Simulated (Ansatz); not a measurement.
`C#[C][Al]([F])[Cl]`. Total charge 0; spin multiplicity 1.

```json
{"atom": "C1", "x (Å)": "1.6977", "y (Å)": "0.3049", "z (Å)": "0.7629"}
{"atom": "C2", "x (Å)": "0.6048", "y (Å)": "0.1577", "z (Å)": "0.2686"}
{"atom": "Al3", "x (Å)": "-1.0910", "y (Å)": "-0.0988", "z (Å)": "-0.4965"}
{"atom": "F4", "x (Å)": "-1.9719", "y (Å)": "1.1901", "z (Å)": "-0.9873"}
{"atom": "Cl5", "x (Å)": "-1.9026", "y (Å)": "-1.9884", "z (Å)": "-0.7466"}
{"atom": "H6", "x (Å)": "2.6629", "y (Å)": "0.4346", "z (Å)": "1.1990"}
```

Task: What are the harmonic wavenumbers in cm⁻¹ at PBE0-D4/def2-TZVP (Ansatz, finite differences of forces, unscaled)? (Estimate.)

Result: Ansatz gave: 98, 146, 196, 298, 299, 466, 666, 735, 759, 886, 2144, 3457.

Task: Is this a minimum?

Result: Yes, all 12 modes are real.

Task: Give the ideal-gas thermochemistry at 298.15 K and 1 bar (rigid rotor, harmonic oscillator; point group Cs, symmetry number 1).

Result: Zero-point energy 60.7 kJ/mol; H(298) − E = 79.6 kJ/mol; entropy 337.1 J/(mol·K), of which translation 167.1, rotation 115.7, vibration 54.3; G(298) − E = -20.9 kJ/mol. Modes under 100 cm⁻¹ are hindered rotations or soft bends, so the harmonic entropy is rough.

Task: And at 400, 500, 600, 800 and 1000 K?

Result: 
```json
{"T (K)": "400", "H − E (kJ/mol)": "89.2", "S (J/mol/K)": "364.6", "G − E (kJ/mol)": "-56.7"}
{"T (K)": "500", "H − E (kJ/mol)": "99.3", "S (J/mol/K)": "387.2", "G − E (kJ/mol)": "-94.3"}
{"T (K)": "600", "H − E (kJ/mol)": "109.9", "S (J/mol/K)": "406.5", "G − E (kJ/mol)": "-134.0"}
{"T (K)": "800", "H − E (kJ/mol)": "132.2", "S (J/mol/K)": "438.5", "G − E (kJ/mol)": "-218.6"}
{"T (K)": "1000", "H − E (kJ/mol)": "155.4", "S (J/mol/K)": "464.4", "G − E (kJ/mol)": "-309.0"}
```

Task: Rotational constants (cm⁻¹)?

Result: 0.1464, 0.06765, 0.04627.
